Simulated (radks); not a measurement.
Problem. These are the eigenvalues of the occupied orbitals of an atom or ion with whole-number occupations (eV). Calculated with a radial shooting solver on a logarithmic mesh with Libxc functionals: Dirac Kohn-Sham, PBE, spin-unpolarised, spherical densities, finite nucleus; Fermi nuclear charge, rms radius of each element as measured or else 0.836 A^(1/3) + 0.57 fm.

orbital  eigenvalue
1s1/2     -41774.51
2s1/2     -6717.721
2p1/2     -6349.196
2p3/2     -5866.965
3s1/2     -1449.310
3p1/2     -1292.524
3p3/2     -1196.981
3d3/2     -923.3539
3d5/2     -902.7620
4s1/2     -288.0845
4p1/2     -229.4053
4p3/2     -208.8458
4d3/2     -112.5037
4d5/2     -108.8965
5s1/2      -38.9704
5p1/2      -23.4090
5p3/2      -20.6276
6s1/2       -3.4622
4f5/2       -1.4461
4f7/2       -1.1064

Which element is it, and in what charge state? The configuration may be excited. Open shells, if any, are shared by 2j + 1.

Solution. Z = 59, praseodymium, charge 0: Pr in [Xe] 4f3 6s2. The list shows which subshells hold electrons but not how many an open one holds; the 1s level, -1535.2 hartree, gives Z - s = 55.4 by -(Z - s)^2/2, which with screening and relativity narrows Z to a few neighbours, and the depths of the outer levels then fix element, charge and occupations together.
